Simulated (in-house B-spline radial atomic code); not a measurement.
Orbital energies and mean radii along the 26-electron series, configuration 1s2 2s2 2p6 3s2 3p6 3d3/2(4) 3d5/2(4). The effective charge is n√(-2ε), a non-relativistic measure. Computed with a B-spline radial code for spherical atoms: Dirac-Hartree-Fock, jj configuration that fills j = l - 1/2 first, finite nuclei.

```csv
ion,Z,energy of 3s1/2 (Eh),mean radius of 3s1/2 (bohr),energy of 3p3/2 (Eh),mean radius of 3p3/2 (bohr),energy of 3d3/2 (Eh),mean radius of 3d3/2 (bohr),energy of 2p3/2 (Eh),mean radius of 2p3/2 (bohr),effective charge of 3s1/2
Gd38+,64,-128.92,0.23625,-116.21,0.23695,-105.56,0.20798,-332.6,0.083922,48.172
Tb39+,65,-134.81,0.23142,-121.47,0.23231,-110.59,0.20367,-345.67,0.082474,49.261
Dy40+,66,-140.86,0.22677,-126.86,0.22784,-115.74,0.19952,-359,0.081073,50.353
Ho41+,67,-147.05,0.22226,-132.37,0.22354,-121.01,0.19553,-372.59,0.079715,51.448
Er42+,68,?,?,?,?,?,?,?,?,?
Tm43+,69,-159.9,0.21369,-143.73,0.21537,-131.9,0.188,-400.55,0.077125,53.648
Yb44+,70,-166.55,0.2096,-149.6,0.2115,-137.53,0.18443,-414.93,0.075888,54.753
Lu45+,71,-173.36,0.20564,-155.58,0.20776,-143.27,0.181,-429.57,0.074688,55.862
Hf46+,72,-180.34,0.2018,-161.68,0.20414,-149.13,0.17768,-444.47,0.073522,56.974
Ta47+,73,-187.47,0.19807,-167.91,0.20063,-155.12,0.17447,-459.64,0.072391,58.09
W48+,74,-194.77,0.19445,-174.25,0.19724,-161.22,0.17137,-475.07,0.071291,59.21
Re49+,75,?,?,?,?,?,?,?,?,?
Os50+,76,-209.87,0.18752,-187.3,0.19077,-173.78,0.16548,-506.73,0.069181,61.462
Ir51+,77,-217.67,0.18419,-194.01,0.18768,-180.25,0.16267,-522.95,0.068169,62.595
Pt52+,78,?,?,?,?,?,?,?,?,?
Au53+,79,-233.81,0.1778,-207.8,0.18177,-193.54,0.15731,-556.21,0.066225,64.873
Hg54+,80,-242.14,0.17473,-214.88,0.17894,-200.37,0.15475,-573.23,0.065291,66.02
Tl55+,81,-250.66,0.17174,-222.08,0.1762,-207.32,0.15227,-590.53,0.064381,67.171
```

(1) Fill in the row of Er42+.

(2) Fill in the row of Re49+.

(3) Fill in the row of Pt52+.

(4) How does the screening of 3s1/2 change?

Results:

(1) energy of 3s1/2 (Eh): -153.4; mean radius of 3s1/2 (bohr): 0.21791; energy of 3p3/2 (Eh): -137.99; mean radius of 3p3/2 (bohr): 0.21938; energy of 3d3/2 (Eh): -126.4; mean radius of 3d3/2 (bohr): 0.1917; energy of 2p3/2 (Eh): -386.44; mean radius of 2p3/2 (bohr): 0.0784; effective charge of 3s1/2: 52.547.

(2) energy of 3s1/2 (Eh): -202.23; mean radius of 3s1/2 (bohr): 0.19094; energy of 3p3/2 (Eh): -180.72; mean radius of 3p3/2 (bohr): 0.19395; energy of 3d3/2 (Eh): -167.44; mean radius of 3d3/2 (bohr): 0.16838; energy of 2p3/2 (Eh): -490.77; mean radius of 2p3/2 (bohr): 0.070221; effective charge of 3s1/2: 60.334.

(3) energy of 3s1/2 (Eh): -225.65; mean radius of 3s1/2 (bohr): 0.18096; energy of 3p3/2 (Eh): -200.84; mean radius of 3p3/2 (bohr): 0.18468; energy of 3d3/2 (Eh): -186.83; mean radius of 3d3/2 (bohr): 0.15995; energy of 2p3/2 (Eh): -539.45; mean radius of 2p3/2 (bohr): 0.067184; effective charge of 3s1/2: 63.732.

(4) Z less the effective charge goes from 15.83 at Z = 64 to 13.83 at Z = 81.
